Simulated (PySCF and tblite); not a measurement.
The numbers below are computed, except where a source is named.
System: C₈H₁₁ (charge +1), numbered as in [CH2:1]=[C:2]([CH3:3])[C+:4]1[CH:5]=[CH:6][CH2:7][CH2:8]1.

For the rotation about the C2–C4 bond (torsion C1–C2–C4–C5 from 0° to 180°, rising): electronic barrier 11.53 kcal/mol, zero-point change -0.71 kcal/mol, thermal and entropy terms at 250 K a further 0.13 kcal/mol (symmetry numbers apart). The minimum is Cs, the saddle C1. Geometries: GFN2-xTB; energies: PBE/pcSseg-1 + D3(BJ); zero-point and thermal terms from GFN2-xTB harmonic modes (soft modes blended into free rotors). Rate constants are transition-state-theory values, counting equivalent paths, without tunnelling. Programs: tblite and PySCF.

Task: How many equivalent paths lead out of the minimum?

Result: 2: the symmetry number of the minimum is 1, that of the saddle displaced along its mode 1, and the displaced saddle is chiral while the minimum is not, which doubles the count.

Task: Work out the rate at 250 K.

Result: ΔG‡ = 10.95 kcal/mol; k_B T/h = 5.2×10¹² s⁻¹; exp(−ΔG‡/RT) = 2.7×10⁻¹⁰; times 2 gives k = 2780 s⁻¹. Wigner's tunnelling factor for the 118i cm⁻¹ mode would be 1.02.

The ion is treated without a counter-ion.
